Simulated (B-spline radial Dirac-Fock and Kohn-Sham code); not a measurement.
Level of theory: multi-electron Dirac-Fock with separately optimised hole states, Breit and Lamb-shift corrections added in first order; a B-spline atomic structure program. Free neutral atoms up to Cf, the lines Kα1, Kβ1, Lα1, Lβ1, Lβ2, Lγ1, Lℓ and Mα1 where both subshells are closed (so no Lα of most 3d metals and no Mα of most lanthanides); Na, Y were not searched.

Q: Mo Lβ1 is computed at 2396.2 eV. Which of the searched lines of other elements lie within 54 eV and could overlap it in an energy-dispersive spectrum?

A: Rh Lℓ at 2374.5 eV (-22); Bi Mα1 at 2425.2 eV (+29); Tc Lα1 at 2425.4 eV (+29); Pb Mα1 at 2348.2 eV (-48).
